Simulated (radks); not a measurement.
Task: Valence configurations of the holmium ion Ho3+ (all share [Xe]). Method: Dirac Kohn-Sham, BLYP, spin-unpolarised, spherical densities, point nucleus; open shells fill j = l - 1/2 first; computed with a radial shooting solver on a logarithmic mesh with Libxc functionals. Order these by energy: 4f8 6s1 6p1; 4f10; 4f8 6s2; 4f8 5d0.5 6s0.5 6p1; 4f9 6p1; 4f8.5 6s1.5; 4f7.5 6s1.5 6p1; 4f9 6s1; 4f8 5d2.

Result: From the lowest, in eV above it: 4f10 0.000; 4f9 6s1 14.558; 4f9 6p1 20.009; 4f8.5 6s1.5 25.113; 4f8 5d2 29.071; 4f8 6s2 38.048; 4f8 5d0.5 6s0.5 6p1 41.174; 4f8 6s1 6p1 43.936; 4f7.5 6s1.5 6p1 59.607. NIST lists [Xe] 4f10 as the ground configuration; this level of theory agrees among the configurations tried. The energies are those of spherical spin-averaged densities, not of single terms.
